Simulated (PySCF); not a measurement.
Isomers of C6H6ClF, mass 132.014 u with the commonest isotopes. Level of theory: PBE0/pcSseg-1 in PySCF (dipole) on a GFN2-xTB geometry, gas phase. One conformer each, none proved a minimum here; rigid rotors.

Question: Order these by radius of gyration √(Σ m r²/M), largest first.
A. `[CH2:1]=[C:2]1[CH2:3][C:4]([CH2:5][Cl:6])=[C:7]1[F:8]` with C3–C4–C5–Cl6 -68°
B. `[CH2:1]=[CH:2]/[C:3]([F:4])=[CH:5]/[CH:6]=[CH:7]\[Cl:8]` with C1–C2–C3–F4 0°, C3–C5–C6–C7 180°
C. `[CH2:1]=[C:2]([F:3])[C@H:4]1[CH:5]=[C:6]([Cl:7])[CH2:8]1` with C1–C2–C4–C5 -18°
D. `F[C@@H]1[C@H]2C[C@@H]3[C@H]2[C@]13Cl`

Answer: B (2.552 Å), C (2.301 Å), A (2.227 Å), D (1.835 Å).

Question: Order these by out-of-plane moment Σ m c² = (Ia + Ib − Ic)/2, largest first.
A. `[CH2:1]=[C:2]([F:3])[C@H:4]1[CH:5]=[C:6]([Cl:7])[CH2:8]1` with C1–C2–C4–C5 -18°
B. `[CH2:1]=[C:2]1[CH2:3][C:4]([CH2:5][Cl:6])=[C:7]1[F:8]` with C3–C4–C5–Cl6 -68°
C. `[CH2:1]=[CH:2]/[C:3]([F:4])=[CH:5]/[CH:6]=[CH:7]\[Cl:8]` with C1–C2–C3–F4 0°, C3–C5–C6–C7 180°
D. `F[C@@H]1[C@H]2C[C@@H]3[C@H]2[C@]13Cl`

Answer: D (33.21 u·Å²), A (32.12 u·Å²), B (27.72 u·Å²), C (0.00 u·Å²).

Question: Order these by rotational constant C, largest first.
A. `[CH2:1]=[CH:2]/[C:3]([F:4])=[CH:5]/[CH:6]=[CH:7]\[Cl:8]` with C1–C2–C3–F4 0°, C3–C5–C6–C7 180°
B. `[CH2:1]=[C:2]([F:3])[C@H:4]1[CH:5]=[C:6]([Cl:7])[CH2:8]1` with C1–C2–C4–C5 -18°
C. `F[C@@H]1[C@H]2C[C@@H]3[C@H]2[C@]13Cl`
D. `[CH2:1]=[C:2]1[CH2:3][C:4]([CH2:5][Cl:6])=[C:7]1[F:8]` with C3–C4–C5–Cl6 -68°

Answer: C (1229 MHz), D (805.8 MHz), B (758.2 MHz), A (587.6 MHz).

```json
{"SMILES": "C=C/C(F)=C/C=C\\Cl", "point group": "Cs", "Ia (u·Å²)": "103.44", "Ib (u·Å²)": "756.65", "Ic (u·Å²)": "860.09", "κ": "-0.96", "μa (D)": "0.82", "μb (D)": "0.25", "μc (D)": "0.00"}
{"SMILES": "C=C(F)[C@H]1C=C(Cl)C1", "point group": "C1", "Ia (u·Å²)": "99.29", "Ib (u·Å²)": "631.53", "Ic (u·Å²)": "666.57", "κ": "-0.98", "μa (D)": "0.22", "μb (D)": "0.12", "μc (D)": "0.31"}
{"SMILES": "C=C1CC(CCl)=C1F", "point group": "C1", "Ia (u·Å²)": "154.51", "Ib (u·Å²)": "528.09", "Ic (u·Å²)": "627.16", "κ": "-0.88", "μa (D)": "1.03", "μb (D)": "0.82", "μc (D)": "1.53"}
{"SMILES": "F[C@@H]1[C@H]2C[C@@H]3[C@H]2[C@]13Cl", "point group": "C1", "Ia (u·Å²)": "187.67", "Ib (u·Å²)": "289.95", "Ic (u·Å²)": "411.21", "κ": "-0.30", "μa (D)": "2.37", "μb (D)": "1.67", "μc (D)": "0.21"}
```
